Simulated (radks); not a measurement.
Coulomb parameter of the 4f shell of the praseodymium ion Pr3+ in the model configuration [Xe] 4f1 6s1, as a second difference U = [E(n + 0.5) + E(n - 0.5) - 2 E(n)] / (0.5)^2 with all orbitals relaxed. "Bare": the charge of the atom changes with n. "Screened": the 6s shell takes up the change at fixed total charge, which measures U(4f,4f) + U(6s,6s) - 2 U(4f,6s). Calculated with a radial shooting solver on a logarithmic mesh with Libxc functionals: Dirac Kohn-Sham, PBE, spin-unpolarised, spherical densities, finite nucleus; open shells are shared between the two j in proportion to 2j + 1; Fermi nuclear charge, rms radius 4.8919 fm. Estimate both.

Answer. U(bare) = 19.026 eV, U(screened by 6s) = 8.195 eV.
